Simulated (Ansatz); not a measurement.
`[SiH3]/C=C/Cl`. The species carries charge 0 and has multiplicity 1. The structure was optimised at the PBE0-D4/def2-TZVP level.

```xyz
9

Si    1.317   -0.100   -0.287
C    -0.524    0.095   -0.435
C    -1.305    0.064    0.636
Cl   -3.019    0.237    0.585
H     1.663   -0.276    1.147
H     1.780   -1.284   -1.060
H     2.014    1.099   -0.823
H    -0.986    0.237   -1.409
H    -0.939   -0.073    1.647
```

Q: What is the dipole moment at B3LYP/def2-TZVPP? (Best estimate.)

A: Ansatz gave: 0.73 D, with components (0.73, -0.07, -0.02) D in this frame, pointing from negative to positive charge.

Q: And with PBE, r2SCAN, ωB97M-V? (Estimate.)

A: The calculation gave: PBE 0.62 D, r2SCAN 0.71 D, ωB97M-V 0.74 D.

Q: Give the Mulliken charges with B3LYP, ωB97M-V, PBE in def2-TZVPP. (Estimate.)

A: Computed: 
```tsv
atom	B3LYP	ωB97M-V	PBE
Si1	0.30	0.20	0.22
C2	-0.23	-0.25	-0.18
C3	-0.01	-0.02	0.00
Cl4	-0.09	-0.06	-0.08
H5	-0.07	-0.03	-0.06
H6	-0.06	-0.03	-0.05
H7	-0.06	-0.03	-0.05
H8	0.09	0.10	0.08
H9	0.12	0.12	0.11
```

B3LYP here is the variant with VWN-RPA as its local correlation; programs differ in this.
